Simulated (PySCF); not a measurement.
**Excitation energy of Ar²⁺ by level of theory**

Ar²⁺ [Ne] 3s2 3p4 (3P) → Ar²⁺ [Ne] 3s1 3p5 (3P), as a difference of total energies. Calculation: PySCF 2.14, in aug-cc-pCVTZ-DK with one added diffuse shell each of s, p, d, f type (9s8p6d4f, 91 functions); the spin-free X2C one-electron Hamiltonian (Gaussian nucleus). Correlated levels: valence and next inner shell: 1s2 frozen. The calculations carry no spin-orbit coupling.

| method | excitation energy (eV) |
| --- | --- |
| UHF | 17.317 |
| MP2 (valence and next inner shell) | 15.730 |
| SCS-MP2 (valence and next inner shell) | 15.546 |
| CCSD (valence and next inner shell) | 14.725 |
| CCSD(T) (valence and next inner shell) | 14.239 |

Q: How much does correlation contribute at CCSD(T) (valence and next inner shell)?

A: 14.239 − (17.317) = -3.078 eV, measured against UHF.

The coupled-cluster amplitudes are large for the upper state (T1 above 0.03 or a double amplitude above 0.15), so a single reference is strained.
